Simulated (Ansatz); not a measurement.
Cartesian coordinates (Å):
```xyz
11

F      0.0815     2.4845    -0.0057
C      0.0377     1.1508    -0.0026
C     -1.1915     0.4984     0.0080
C     -1.1723    -0.8997     0.0107
N     -0.0534    -1.6283     0.0037
C      1.1108    -0.9746    -0.0064
C      1.2216     0.4192    -0.0101
H     -2.1234     1.0654     0.0139
H     -2.1189    -1.4518     0.0190
H      2.0192    -1.5877    -0.0121
H      2.1887     0.9239    -0.0185
```
Charge 0, multiplicity 1.

Calculation: frozen-core CCSD(T)/cc-pVTZ // B3LYP-D3(BJ)/def2-SVP run with Ansatz (a quantum-chemistry and plane-wave program). The restricted HF reference is unstable towards unrestricted orbitals.

```yaml
HF energy: -345.66616 Ha
MP2 correlation energy: -1.22340 Ha
```

**Question.** Estimate the CCSD correlation energy, the (T) correction, the total energy and the T1 diagnostic.

**Answer.** 
```
Property                        Result
-----------------------  -------------
CCSD correlation energy    -1.23664 Ha
(T) correction             -0.06209 Ha
CCSD(T) total energy     -346.96488 Ha
T1 diagnostic                    0.013
```
